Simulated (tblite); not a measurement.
Species: C6H9BSi.
Atom-mapped SMILES: `[CH:1]#[C:2][Si@@H:3]([BH:4][CH:5]=[CH2:6])[CH:7]=[CH2:8]` (hydrogens: H9 on C1; H10 on Si3; H11 on B4; H12 on C5; H13, H14 on C6; H15 on C7; H16, H17 on C8)

Computed with GFN2-xTB (tblite), gas phase: L-BFGS steps from a force-field or distance-geometry start until the largest atomic force falls under 0.01 eV/Å.

Step 57: E = -549.7839 eV
```
atom  x, y, z in Å  |  force x, y, z in eV/Å
C1     -1.8721    2.5589    0.1280    0.026  -0.029   0.011
C2     -1.3408    1.6555   -0.4626   -0.033  -0.006   0.031
Si3    -0.5418    0.1982   -1.3088   -0.011   0.020   0.002
B4      1.3396   -0.0388   -0.8004    0.016  -0.012   0.014
C5      1.7813    0.1280    0.6722    0.008   0.056   0.002
C6      3.0384   -0.0337    1.0946    0.005  -0.008   0.006
C7     -1.5564   -1.3078   -0.7393   -0.029  -0.005   0.017
C8     -1.9532   -1.5116    0.5063    0.019   0.018  -0.023
H9     -2.3395    3.3495    0.6443    0.021  -0.002  -0.033
H10    -0.8806    0.3802   -2.7398   -0.003   0.016  -0.005
H11     2.1677   -0.3433   -1.5765   -0.007  -0.010   0.008
H12     1.0513    0.4161    1.4242    0.006  -0.019  -0.011
H13     3.8289   -0.3156    0.4146   -0.028   0.015   0.018
H14     3.3343    0.1047    2.1256   -0.004  -0.014  -0.035
H15    -1.8070   -2.0475   -1.4919    0.019  -0.014   0.036
H16    -1.7394   -0.7990    1.2884   -0.006  -0.022  -0.016
H17    -2.5176   -2.3818    0.8115    0.001   0.016  -0.020
```

Step 58: E = -549.7846 eV
```
atom  x, y, z in Å  |  force x, y, z in eV/Å
C1     -1.8773    2.5440    0.1450    0.031  -0.033   0.009
C2     -1.3409    1.6490   -0.4541   -0.027  -0.010   0.032
Si3    -0.5367    0.1969   -1.3073   -0.025   0.056   0.009
B4      1.3431   -0.0487   -0.7989    0.021  -0.004   0.007
C5      1.7910    0.1399    0.6688   -0.009   0.041   0.009
C6      3.0472   -0.0290    1.0902    0.007   0.000  -0.007
C7     -1.5529   -1.3090   -0.7434   -0.039  -0.021   0.059
C8     -1.9731   -1.5013    0.4968    0.015   0.022  -0.015
H9     -2.3482    3.3279    0.6696    0.029  -0.016  -0.047
H10    -0.8724    0.3844   -2.7382   -0.005   0.018  -0.006
H11     2.1669   -0.3743   -1.5712   -0.010  -0.011   0.004
H12     1.0650    0.4456    1.4175    0.009  -0.010  -0.006
H13     3.8314   -0.3303    0.4114   -0.018   0.014   0.017
H14     3.3489    0.1248    2.1169   -0.002  -0.017  -0.019
H15    -1.7802   -2.0592   -1.4922    0.012  -0.022   0.033
H16    -1.7820   -0.7771    1.2747    0.000  -0.025  -0.035
H17    -2.5369   -2.3716    0.8047    0.009   0.020  -0.044
```

Step 59: E = -549.7853 eV
```
atom  x, y, z in Å  |  force x, y, z in eV/Å
C1     -1.8806    2.5313    0.1596    0.022  -0.016   0.016
C2     -1.3418    1.6427   -0.4465   -0.004  -0.034   0.016
Si3    -0.5328    0.1963   -1.3058   -0.030   0.068   0.012
B4      1.3459   -0.0570   -0.7971    0.013   0.013  -0.006
C5      1.7995    0.1515    0.6652   -0.019   0.006   0.009
C6      3.0544   -0.0251    1.0866   -0.005   0.013  -0.021
C7     -1.5507   -1.3091   -0.7461   -0.019  -0.020   0.050
C8     -1.9889   -1.4928    0.4884   -0.012   0.005   0.025
H9     -2.3544    3.3104    0.6884    0.028  -0.013  -0.045
H10    -0.8659    0.3889   -2.7365   -0.006   0.019  -0.006
H11     2.1654   -0.3996   -1.5656   -0.002  -0.019  -0.010
H12     1.0763    0.4686    1.4105   -0.003   0.015   0.020
H13     3.8329   -0.3418    0.4097    0.009   0.008   0.000
H14     3.3604    0.1403    2.1091    0.005  -0.017   0.016
H15    -1.7579   -2.0690   -1.4898    0.001  -0.038   0.008
H16    -1.8166   -0.7606    1.2623    0.009  -0.001  -0.024
H17    -2.5523   -2.3629    0.7980    0.013   0.012  -0.058
```

Task: Estimate the geometry and energy of step 60. (The exact step hangs on the optimiser's Hessian estimate; all steps are aligned on step 59, rigid shifts and turns removed.)

Result: E = -549.7854 eV, largest force 0.156 eV/Å
```
atom  x, y, z in Å  |  force x, y, z in eV/Å
C1     -1.8887    2.5012    0.1923    0.042  -0.045  -0.011
C2     -1.3397    1.6293   -0.4297   -0.026   0.014   0.048
Si3    -0.5238    0.1964   -1.3025   -0.025   0.035   0.012
B4      1.3532   -0.0756   -0.7947    0.027   0.033  -0.013
C5      1.8187    0.1749    0.6584   -0.049  -0.029   0.004
C6      3.0721   -0.0155    1.0783    0.015   0.017  -0.026
C7     -1.5442   -1.3112   -0.7518   -0.051  -0.060   0.135
C8     -2.0268   -1.4725    0.4717    0.029   0.042  -0.067
H9     -2.3712    3.2671    0.7326    0.031  -0.012  -0.046
H10    -0.8554    0.3977   -2.7322   -0.005   0.025  -0.009
H11     2.1627   -0.4590   -1.5572   -0.033  -0.009   0.022
H12     1.1031    0.5248    1.3981    0.032   0.019  -0.012
H13     3.8396   -0.3697    0.4051   -0.019   0.030   0.042
H14     3.3865    0.1778    2.0941    0.011  -0.030  -0.012
H15    -1.7068   -2.0916   -1.4893   -0.004   0.019   0.094
H16    -1.8966   -0.7194    1.2371    0.014  -0.044  -0.101
H17    -2.5897   -2.3428    0.7801    0.011  -0.005  -0.060
```

The energy changes by -0.0001 eV. The first-order estimate −F·Δx gives -0.0012 eV and the mean of the old and new forces, exact on a quadratic surface, +0.0003 eV. The step makes an angle of 88° with the force vector and moves no atom by more than 0.093 Å.

What follows is the cost of the whole relaxation. On one thread of an Arm Neoverse V1, shared host, this took 0.98 s.
